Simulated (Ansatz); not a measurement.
Pulling on the N3–H4 bond in CdH3N (SMILES [NH2][CdH]) (multiplicity 1 held, fragments rigid). Energies count from the point at 1.013 Å.
Geometry at that point (charge 0, multiplicity 1):
```xyz
5

Cd    -0.193    -0.041    -0.227
H     -1.209    -0.236    -1.520
N      1.162     0.268     1.250
H      1.499    -0.576     1.699
H      0.850     0.890     1.987
```

Restricted levels (R-, RO-) in cc, def2 and unpolarised 6-31G sets keep to the state of the molecule at rest. Unrestricted levels (U-) break spin symmetry where that is lower. Active spaces are followed from a long bond inwards. Curves can end on different states.

Cores are frozen in the correlated methods.

Run with Ansatz (Gaussian basis) for Hartree–Fock, density functionals and correlated methods.  In def2 rows elements past Kr take small-core potentials, without spin–orbit coupling.

Energies in eV.

```csv
R (Å),U-SCS-MP2/def2-SVP,R-CCSD(T)/def2-SVP,"CASSCF(2,2)/def2-SVP","FIC-MRCISD+Q on CASSCF(2,2)/def2-SVP"
0.811,1.60,1.61,1.61,1.60
0.912,0.33,0.34,0.35,0.33
1.013,0.00,0.00,0.00,0.00
1.115,0.16,0.16,0.14,0.16
1.216,0.59,0.57,0.52,0.58
1.368,1.41,1.36,1.26,1.37
1.520,2.59,2.17,1.99,2.18
1.773,4.16,3.28,2.98,3.29
2.027,4.63,4.01,3.61,4.02
2.331,4.78,4.40,3.99,4.47
2.736,4.82,4.32,4.15,4.67
3.243,4.84,3.88,4.19,4.73
```

Doubts at one or more of the structures used: a spin-contaminated determinant (U-SCS-MP2/def2-SVP); a restricted determinant that unrestricted orbitals would lower (R-CCSD(T)/def2-SVP); other coupled-cluster roots lie near (R-CCSD(T)/def2-SVP); T1 above 0.05 (R-CCSD(T)/def2-SVP).

Ansatz is a quantum-chemistry and plane-wave program.
